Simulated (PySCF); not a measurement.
Radial density of He (helium, neutral)

MN15, 1s1 2s1, high-spin 3S determinant (an excited configuration). Computed with PySCF 2.14 in dyall-av3z, with the non-relativistic Hamiltonian (point nucleus).

```
r (bohr)  4πr²ρ (e/bohr)  4πr²(ρα − ρβ)
  0.0155        0.008655         0.0087
  0.0262         0.02318         0.0232
  0.0440         0.06009         0.0601
  0.0740          0.1468         0.1468
   0.124          0.3286         0.3286
   0.209          0.6338         0.6338
   0.352          0.9812         0.9812
   0.592           1.062         1.0616
   0.996          0.5809         0.5809
    1.68          0.2032         0.2032
    2.82          0.2863         0.2863
    4.74          0.1873         0.1873
    7.97        0.008577         0.0086
```

The outer electron is Rydberg-like, and this basis confines it to a smaller radius and binds it less than a complete one would.
